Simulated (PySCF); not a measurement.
**Vibration and rotation of MgI**

UHF-CCSD(T) constants of MgI, ²Σ⁺ (doublet), unpaired electrons σ ↑ (basis Mg def2-SVP, I def2-SVP with ECP28; scalar-relativistic core potentials; PySCF 2.14; masses 23.9850 and 126.9045 u):

- ωe: 311.7 cm⁻¹
- ωexe: 1.01 cm⁻¹
- Be: 0.12166 cm⁻¹
- αe: 0.000572 cm⁻¹
- D (centrifugal): 7.41e-08 cm⁻¹
- De to Mg + I: 1.98 eV

**Question.** Give the vibrational terms G(v) and spacings up to v = 6.

**Answer.** G(v) = ωe(v+½) − ωexe(v+½)².

| v | G(v) (cm⁻¹) | G(v) − G(v−1) | Bv (cm⁻¹) |
| --- | --- | --- | --- |
| 0 | 155.6 |  | 0.1214 |
| 1 | 465.3 | 309.7 | 0.1208 |
| 2 | 772.9 | 307.7 | 0.1202 |
| 3 | 1078.6 | 305.6 | 0.1197 |
| 4 | 1382.2 | 303.6 | 0.1191 |
| 5 | 1683.8 | 301.6 | 0.1185 |
| 6 | 1983.4 | 299.6 | 0.1179 |

**Question.** How well does the Morse estimate ωe²/(4ωexe) reproduce De, and what is D0?

**Answer.** It gives 2.98 eV, 151 % of the computed De. D0 = De − G(0) = 1.98 − 0.02 = 1.96 eV.

Correlated steps freeze 5 core orbitals. Correlated levels converge slowly with the basis: in double zeta they bind strong bonds too weakly, by up to about 1 eV, and carry superposition errors of some tenths. Spin–orbit coupling is left out, which matters for elements this heavy, above all for dissociation energies. The state was picked by a PBE0 search and need not be the measured ground state.
